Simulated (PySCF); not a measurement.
BH, SMILES [BH] (connectivity only; charge and spin as stated), charge +1, multiplicity 2.

Geometry: PBE0-D3(BJ)/def2-TZVPD. The multiplicity is an assumed one; other spin states were not compared.

Method: PySCF with PBE0-D3(BJ)/def2-TZVPD.

Harmonic, unscaled wavenumbers; measured fundamentals usually lie a few per cent lower.

```
mode  ν (cm⁻¹)  IR (km/mol)  moving atoms (share of kinetic energy)
----  --------  -----------  --------------------------------------
1         2535         62.4                           H 91 %, B 9 %
```
